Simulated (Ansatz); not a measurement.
Pulling on the Be1–H2 bond in BeH2O (SMILES [BeH][OH]) (multiplicity 1 held, fragments rigid). Energies count from the point at 1.328 Å.
Geometry at that point (charge 0, multiplicity 1):
```
atom    x (Å)    y (Å)    z (Å)
----  -------  -------  -------
Be    -0.7841  -0.3530   0.0298
H     -1.9953  -0.8949   0.0798
O      0.5111   0.1852  -0.0736
H      1.0425   0.8250   0.3897
```

R- and RO- levels are restricted; in cc, def2 and unpolarised 6-31G sets they are followed outwards from rest. U- levels take the lowest unrestricted solution at each point, which mixes spins at long bonds. Curves can end on different states.

Programs: Ansatz (Gaussian orbitals). Values without a source in brackets are computed.

Problem. One of these levels gives 141.00 kcal/mol for the energy at R = 4.249 Å. Name it.
A. U-r2SCAN/aug-cc-pVTZ
B. R-B3LYP/aug-cc-pVTZ
C. R-wB97X-V/aug-cc-pVTZ

Solution. C, R-wB97X-V/aug-cc-pVTZ. The others give 89.20 (U-r2SCAN/aug-cc-pVTZ), 122.70 (R-B3LYP/aug-cc-pVTZ)

Doubts at one or more of the structures used: a spin-contaminated determinant (U-r2SCAN/aug-cc-pVTZ); a restricted determinant that unrestricted orbitals would lower (R-B3LYP/aug-cc-pVTZ, R-wB97X-V/aug-cc-pVTZ).

Ansatz is an electronic-structure program.
